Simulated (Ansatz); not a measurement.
C2H10NPSi can be A, `CCN([SiH3])P`, or B, `CC([SiH3])NP`.

Program: Ansatz. Geometries: PBE0-D4/def2-TZVP. ΔE: electronic, gas phase. CBS: MP2 limit from def2 TZ/QZ plus the TZ coupled-cluster correction, frozen cores. Functionals use def2-TZVPP. B3LYP here is the variant with VWN-RPA as its local correlation; programs differ in this. One conformer a species, not always the lowest.

(1) Which isomer does CCSD(T)/CBS put lower? Give the gap. (An estimate is asked.)

(2) Give E(B) − E(A) in kJ/mol with CCSD(T)/def2-TZVPP, PBE-D4, B3LYP-D4, r2SCAN-D4, PBE0-D4, B2PLYP, CCSD/def2-TZVPP. (Best estimate.)

Largest T1 diagnostic: 0.011.

Answers

(1) Computed: A, by 78.2 kJ/mol.

(2) Ansatz gave: CCSD(T)/def2-TZVPP 79.3, PBE-D4 66.5, B3LYP-D4 77.8, r2SCAN-D4 73.9, PBE0-D4 69.9, B2PLYP 79.4, CCSD/def2-TZVPP 80.4. None reverses the order clearly.

In def2-TZVPP, CCSD(T) changes the Hartree–Fock value by −8.9 kJ/mol (the triples alone add −1.1 kJ/mol) and MP2 by −6.5 kJ/mol. From PBE to PBE0 (25 % exact exchange), in def2-TZVPP and without D4, E(B) − E(A) moves by +3.5 kJ/mol.
